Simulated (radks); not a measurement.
Results of a calculation; reference values are marked as such.
Ionisation of the caesium ion Cs3+, [Kr] 4d10 5s2 5p4, to [Kr] 4d10 5s2 5p3 as the strength of local exchange is varied. Code: a radial shooting solver on a logarithmic mesh with Libxc functionals. Model: Dirac Kohn-Sham, Slater X-alpha exchange (alpha = 2/3 is LDA exchange), no correlation, spin-unpolarised, spherical densities, finite nucleus; open shells fill j = l - 1/2 first; Fermi nuclear charge, rms radius 4.8041 fm.

alpha,E(Cs3+) (hartree),exchange (hartree),IE (eV),-e of the level emptied (eV),<r> of it (bohr)
0.613,-7761.9740,-165.5508,42.292,36.732 (5p3/2),1.964
0.631,-7766.8366,-170.5101,42.583,37.013 (5p3/2),1.959
0.638,-7768.7283,-172.4402,42.696,37.123 (5p3/2),1.957
0.667,-7776.5701,-180.4454,43.167,37.580 (5p3/2),1.948
0.775,-7805.8380,-210.3853,44.944,39.304 (5p3/2),1.918
0.788,-7809.3678,-214.0027,45.160,39.514 (5p3/2),1.914
0.798,-7812.0840,-216.7874,45.327,39.676 (5p3/2),1.911
0.799,-7812.3557,-217.0659,45.344,39.693 (5p3/2),1.911

NIST Atomic Spectra Database: 43 +/- 1.7 eV (theoretical). The Delta-SCF value meets it near alpha = 0.66. Spin polarisation and multiplet splitting are left out, so open shells lie too high by an amount that depends on their filling.

Beside tabulated values, note that spin-unpolarised runs miss the spin-polarisation part of the exchange energy of open shells.
